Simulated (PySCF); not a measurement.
**How methods differ on the excitation energy of C²⁺**

C²⁺ [He] 2s2 (1S) → C²⁺ [He] 2p2 (3P), as a difference of total energies. Calculation: PySCF 2.14, in x2c-TZVPPall; scalar relativity by spin-free X2C-1e. Correlated levels: valence: 1s2 frozen. The calculations carry no spin-orbit coupling.

```csv
method,excitation energy (eV)
UHF,15.410
MP2 (valence),16.381
SCS-MP2 (valence),16.736
CCSD (valence),17.151
```

Question: How much does correlation contribute at MP2 (valence)?

Answer: 16.381 − (15.410) = 0.971 eV, measured against UHF.

A first-order spin-orbit estimate (lowest level to lowest level, LS coupling) adds -0.007 eV.

The basis was made for the ground configuration and has no added diffuse functions, so the excitation energy can come out too high.

With two correlated electrons CCSD is exact in that space.

The coupled-cluster amplitudes are large for the lower state (T1 above 0.03 or a double amplitude above 0.15), so a single reference is strained.
